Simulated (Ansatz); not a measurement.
`B1[SiH2]SS1`. The species carries charge 0 and has multiplicity 1.

Z-matrix (Å, degrees):
```
Si
S 1 2.184
S 1 2.806 2 48.0
B 1 1.995 2 86.6 3 0.1
H 1 1.487 2 111.1 3 -119.5
H 1 1.487 2 111.1 3 119.7
H 4 1.189 1 141.6 2 -180.0
```

(1) List the harmonic frequencies (cm⁻¹, unscaled) at PBE0-D4/def2-TZVP in Ansatz. (Estimate.)

(2) Is this a minimum?

(3) Give the ideal-gas thermochemistry at 298.15 K and 1 bar (rigid rotor, harmonic oscillator; point group Cs, symmetry number 1).

(4) And at 400, 500, 600, 800 and 1000 K?

Results:

(1) Ansatz gave: 134, 334, 458, 465, 505, 603, 660, 738, 748, 807, 930, 972, 2215, 2223, 2688.

(2) Yes, all 15 modes are real.

(3) Zero-point energy 86.6 kJ/mol; H(298) − E = 102.9 kJ/mol; entropy 311.1 J/(mol·K), of which translation 167.0, rotation 110.4, vibration 33.7; G(298) − E = 10.2 kJ/mol.

(4) 
```json
{"T (K)": "400", "H − E (kJ/mol)": "112.4", "S (J/mol/K)": "338.4", "G − E (kJ/mol)": "-22.9"}
{"T (K)": "500", "H − E (kJ/mol)": "123.0", "S (J/mol/K)": "361.9", "G − E (kJ/mol)": "-58.0"}
{"T (K)": "600", "H − E (kJ/mol)": "134.5", "S (J/mol/K)": "382.8", "G − E (kJ/mol)": "-95.2"}
{"T (K)": "800", "H − E (kJ/mol)": "159.3", "S (J/mol/K)": "418.5", "G − E (kJ/mol)": "-175.5"}
{"T (K)": "1000", "H − E (kJ/mol)": "185.9", "S (J/mol/K)": "448.1", "G − E (kJ/mol)": "-262.2"}
```
